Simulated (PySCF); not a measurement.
SMILES [Cl][SnH]([Cl])[CH3] (CH₄Cl₂Sn), PBE0/def2-SVP optimised geometry. Atoms within 1.6 Å of the plane z = 0.0 Å (x, y, z in Å): Sn1 (0.22, -1.23, 0.00), C2 (-0.85, 0.62, 0.00), H5 (1.92, -1.23, 0.00), H6 (-0.53, 1.23, 0.85), H7 (-0.66, 1.15, -0.94), H8 (-1.92, 0.39, 0.09).

Method: PBE0/def2-TZVP, def2 effective core potentials past Kr (PySCF 2.14.0). The core electrons that the potentials of Sn replace are not part of the density. Cells within 0.4 Å of a nucleus heavier than hydrogen are left out (blank, or x).

Map of the Laplacian of the electron density (e/bohr⁵), clipped to [-1.50, 1.50] on the plane z = 0.0 Å:

```
|5555555555555555555555555555555|
|5555555555555555555555555555555|
|5555555555555555555555555555555|
|5555555555555555555555555555555|
|5555555555555555555555555555555|
|5555555555555555555555555555555|
|5555555555555555555555555555555|
|5555555555555555555555555555555|
|5555555555555555555555555555555|
|5555555555555555555555555555555|
|5555555555555555555555555555555|
|5555555555555455555555555555555|
|55555555443xxx55555555555555555|
|55555553021xxx45555555555555555|
|555555530337x345555555555555555|
|5555555555544445555555555555555|
|5555555555554456665555555555555|
|5555555555555599997555555555555|
|5555555555555990099654455555555|
|555555555555699xxx9943035555555|
|555555555555694xxx9943025555555|
|5555555555555990x29754455555555|
|5555555555555699999555555555555|
|5555555555555567865555555555555|
|5555555555555555555555555555555|
|5555555555555555555555555555555|
|5555555555555555555555555555555|
|5555555555555555555555555555555|
|5555555555555555555555555555555|
|5555555555555555555555555555555|
|5555555555555555555555555555555|
```
Scale: ten equal steps from -1.50 (start of '0') to 1.50 (end of '9'), in the order '0123456789'; x runs from -4.00 to 4.00, y from -4.00 (bottom) to 4.00 (top).
